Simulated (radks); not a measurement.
Initial-state core-level shifts of the bromine ion Br2+ when its valence configuration changes from [Ar] 3d10 4s2 4p3. Method: Dirac Kohn-Sham, LDA (Slater exchange, Perdew-Wang correlation), spin-unpolarised, spherical densities, point nucleus; open shells are shared between the two j in proportion to 2j + 1; computed with a radial shooting solver on a logarithmic mesh with Libxc functionals. Shifts are changes of the shell-averaged eigenvalues in eV (positive: less bound).

valence,1s,2s,2p,3s
3d10 4p5,-3.079,-3.033,-3.004,-3.062
3d9 4s2 4p4,-16.145,-17.834,-17.701,-13.647
3d8.5 4s2 4p4.5,-24.525,-27.115,-26.915,-20.569
3d10 4s1 4p4,-1.564,-1.539,-1.525,-1.552
3d9 4p6,-19.006,-20.681,-20.513,-16.506
3d8 4s2 4p5,-33.106,-36.632,-36.366,-27.551
3d9.5 4s1.5 4p4,-8.729,-9.545,-9.471,-7.543
